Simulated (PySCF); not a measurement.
A structure optimised at ωB97X-D3(BJ)/def2-SVP, used in a PySCF frequency run:

```xyz
8

Ga    -0.1395    -0.2804     0.2405
F     -0.6275    -1.0991     1.7062
Cl     0.5731     1.7086     0.5511
C     -0.2092    -1.0566    -1.5167
C      0.2129    -0.3340    -2.5628
H     -0.5836    -2.0744    -1.6736
H      0.1974    -0.7294    -3.5862
H      0.5940     0.6874    -2.4422
```

### Question
Write its SMILES and formula.

### Answer
C=[CH][Ga]([F])[Cl], C2H3ClFGa

### Question
What are its rotational constants (standard atomic weights)?

### Answer
3.1340, 2.4008, 1.3594 GHz
